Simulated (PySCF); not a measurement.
Compound: C₇H₁₂Si.
Structure used (PBE0-D3(BJ)/def2-SVP), in Å, numbered top down from 1:
```
atom  x, y, z in Å
C1     3.018    0.133    0.166
C2     1.622    0.415   -0.369
C3     0.597   -0.649    0.024
Si4   -1.147   -0.309   -0.605
C5    -1.954    1.205    0.156
C6    -3.048    0.775    0.820
C7    -3.330   -0.678    0.780
C8    -2.468   -1.450    0.085
H9     3.737    0.905   -0.148
H10    3.022    0.099    1.267
H11    3.392   -0.839   -0.194
H12    1.661    0.501   -1.469
H13    1.284    1.401   -0.006
H14    0.540   -0.743    1.123
H15    0.912   -1.640   -0.351
H16   -1.139   -0.265   -2.103
H17   -1.670    2.259    0.129
H18   -3.721    1.440    1.374
H19   -4.208   -1.073    1.304
H20   -2.596   -2.532   -0.002
```

Linear response at wB97X-D/def2-SVPD (PySCF, frozen core in the response, non-relativistic).

Static isotropic polarisability: 106.84 au (15.83 Å³), principal values 85.8, 102.1, 132.6 au.

(1) What is the polarisability at 1064 nm and at the sodium D line?

(2) What is the isotropic C6 coefficient between two such molecules, C6 = (3/π)∫α(iω)² dω?

(3) Which effective excitation energy ω̄ makes London's formula C6 = (3/4)α²ω̄ exact here?

(4) The lowest 6 singlets have (eV, f): 4.47, 0.055; 5.68, 0.000; 5.90, 0.028; 6.44, 0.116; 6.81, 0.001; 7.17, 0.055. What share of the static polarisability do they carry in the sum over states α = Σ f/ω²?

(5) What does −C6/R⁶ come to at R = 12 Å between centres?

(6) How anisotropic is the static polarisability, by Δα² = ½[(α1 − α2)² + (α2 − α3)² + (α3 − α1)²]?

(7) What molar refraction at the D line follows from R = (4π/3)·N_A·α′, with α′ the polarisability volume?

(8) What three-body coefficient follows from the one-pole estimate C9 = (3/4)·α·C6?

(9) How many electrons N does the Slater–Kirkwood formula C6 = (3/4)·√N·α^(3/2) need to give this C6?

Results:

(1) 107.94 au at 1064 nm (+1.0 %), 110.63 au at 589.3 nm (+3.5 %). The rise at 589.3 nm is 3.44 times that at 1064 nm; a pure ω² law gives 3.26. The lowest singlet lies at 277 nm, shorter than both wavelengths.

(2) 4373 au (Eh·bohr⁶) by a ten-point quadrature over imaginary frequencies, which is 2610 eV·Å⁶ or 252 J·nm⁶/mol.

(3) ω̄ = 4·C6/(3α²) = 0.511 Eh = 13.9 eV. A one-pole form α(ω) = α/(1 − ω²/ω̄²) fitted to the 1064 nm value gives 11.5 eV.

(4) 5.51 au, 5.2 % of α; the largest term, 2.07 au, is that of the state at 6.44 eV. Their oscillator strengths add up to 0.26. Higher states carry the rest.

(5) -84 J/mol. This is the leading, orientation-averaged term; C8 and higher terms are left out.

(6) Δα = 41.1 au, or 0.38 of the isotropic value.

(7) α′ = 16.39 Å³ gives R = 41.35 cm³/mol, for isolated, non-vibrating species.

(8) 350000 au. This is an estimate from the two numbers above, not a computed integral.

(9) N = (4·C6/3)²/α³ = 27.9; the species has 68 electrons in all.

One conformer stands for the species.

wB97X-D is run here without its empirical dispersion term; that term would change no orbital, density or response property at a fixed geometry.
